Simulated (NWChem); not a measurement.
System: ZnSiH$_{4}$; SMILES [SiH3][ZnH]

Input file for NWChem:

```
start job
memory heap 200 mb stack 900 mb global 1100 mb
geometry units angstroms noautosym nocenter noautoz
  Zn    -0.002063    -0.826780    -0.000049
  H     -0.003711    -2.386534    -0.000081
  Si    -0.000087     1.553358    -0.000007
  H      1.376173     2.119983    -0.187836
  H     -0.525147     2.120825     1.285594
  H     -0.850551     2.121001    -1.097754
end
basis spherical
  * library def2-svp
end
dft
  xc xpbe96 cpbe96
  iterations 150
  vectors input atomic output neutral.movecs
end
task dft energy
charge 1
dft
  odft
  mult 2
  vectors input atomic output cation.movecs
end
task dft energy
```

All runs use the structure optimised with PBE0/def2-SVP.

Ions are spin-unrestricted doublets at the neutral geometry; other ion states weren't tried.

Predict the main results of this run. (PBE/def2-SVP, vertical spin-unrestricted ions.) Quantities: vertical ionisation energy, ΔSCF (eV); −ε(HOMO) (eV).


```
Item                                   Value
-------------------------------------  -----
vertical ionisation energy, ΔSCF (eV)   9.25
−ε(HOMO) (eV)                           6.18
```
